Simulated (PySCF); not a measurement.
Computed shifts of a molecule C₂H₉ClOSi₂, PBE0/pcSseg-1 in PySCF, GIAO, gas phase, atoms alike by connectivity averaged where their shifts nearly agree, in ppm (number of nuclei): ¹³C: 6.8 (1), 1.8 (1). ²⁹Si: 5.5 (1), -10.2 (1). ¹H: 5.71 (1), 5.41 (1), 5.22 (1), 0.82 (3), 0.81 (3). References: ¹³C against TMS (σ = 186.3 ppm); ²⁹Si against TMS (σ = 352.7 ppm); ¹⁷O against H2O (σ = 334.2 ppm); ³⁵Cl against HCl (σ = 945.9 ppm); ¹H against TMS (σ = 31.56 ppm), references at their B3LYP-D3(BJ)/def2-TZVP geometries, non-relativistic (without spin–orbit terms, shifts of atoms bonded to Cl or Br come out too high). The structure is a stationary point at ωB97X-D3(BJ)/def2-SVP. The values are those of a single conformer.

Question: Identify the compound among the candidates.
A. O[SiH2][SiH2]CCCl
B. C[C@@H](O)[Si@H]([SiH3])Cl
C. C[C@](O)([SiH3])[SiH2]Cl
D. C[SiH2]O[Si@@H](C)Cl

Answer: D, C[SiH2]O[Si@@H](C)Cl
